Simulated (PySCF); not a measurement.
**Magnetisability: `C=COC[C@@H](C)F`, C₅H₉FO**

Geometry (Å), atoms numbered from 1 in this order:
```xyz
16

C     2.381    1.377    0.484
C     2.072    0.096    0.363
O     0.904   -0.459   -0.043
C    -0.147    0.415   -0.388
C    -1.342   -0.443   -0.807
C    -1.919   -1.240    0.349
F    -2.309    0.405   -1.316
H     1.698    2.176    0.260
H     3.359    1.661    0.823
H     2.777   -0.690    0.595
H     0.147    1.066   -1.222
H    -0.425    1.045    0.468
H    -1.050   -1.103   -1.633
H    -2.264   -0.567    1.130
H    -2.757   -1.842    0.008
H    -1.145   -1.888    0.748
```

Computed with GIAO PBE/pcSseg-1 magnetisability, rotational g tensor and spin-rotation constants, non-relativistic, gas phase in PySCF 2.14.0. Geometry: GFN2-xTB, dihedral held. The dihedral C5–C4–O3–C2 is held at 180°.

Q: How diamagnetic is it, and how anisotropic?

A: Isotropic -1085 × 10⁻³⁰ J/T², or -65.4 × 10⁻⁶ cm³/mol; principal values -1165, -1085, -1006 × 10⁻³⁰ J/T², anisotropy 138 × 10⁻³⁰ J/T² (root of half the summed squared differences of the principal values). The susceptibility is in cgs units.

Q: Split it along the inertial axes a, b, c into diamagnetic and paramagnetic parts about the centre of mass, with the quadrupole moment.

A: 
| axis | χ (10⁻⁶ cm³/mol) | diamagnetic (10⁻⁶ cm³/mol) | paramagnetic (10⁻⁶ cm³/mol) | summed x² of all electrons (Å²) | quadrupole Θ (D Å) |
| --- | --- | --- | --- | --- | --- |
| a | -62.0 | -295.8 | 233.8 | 214.5 | -0.77 |
| b | -66.2 | -997.3 | 931.2 | 49.2 | +0.52 |
| c | -67.9 | -1118.8 | 1050.9 | 20.5 | +0.25 |

Anisotropies 2χaa − χbb − χcc = +10.1 and 2χbb − χaa − χcc = -2.4 × 10⁻⁶ cm³/mol. Θ is traceless in Buckingham's convention.

Q: And the rotational g tensor?

A: 
| axis | rotational constant (GHz) | g | nuclear part | electronic part |
| --- | --- | --- | --- | --- |
| a | 6.0760 | -0.0418 | 0.6256 | -0.6673 |
| b | 1.3006 | -0.0069 | 0.5621 | -0.5690 |
| c | 1.1489 | -0.0050 | 0.5622 | -0.5672 |

Asymmetric top; isotopes 12C, 19F, 1H, 16O; no vibrational averaging.
